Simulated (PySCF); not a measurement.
**Electron correlation in In (indium, neutral)**

[Kr] 4d10 5s1 5p2, high-spin 4P determinant (an excited configuration). All numbers are calculated (PySCF 2.14, scalar relativity by spin-free X2C-1e, in x2c-QZVPPall). Frozen: [Kr] 4d10; 3 electrons correlated.

```json
{"level": "CCSD", "correlation energy (mhartree)": "-10.90"}
{"level": "(T)", "correlation energy (mhartree)": "-0.10"}
{"level": "CCSD(T)", "correlation energy (mhartree)": "-11.00"}
```

Diagnostics: T1 = 0.0040, D1 = 0.0073, largest double amplitude 0.065.

Question: Is a single reference adequate?

Answer: Yes, within this model without spin-orbit coupling: T1 lies below 0.03 and no double amplitude reaches 0.07.
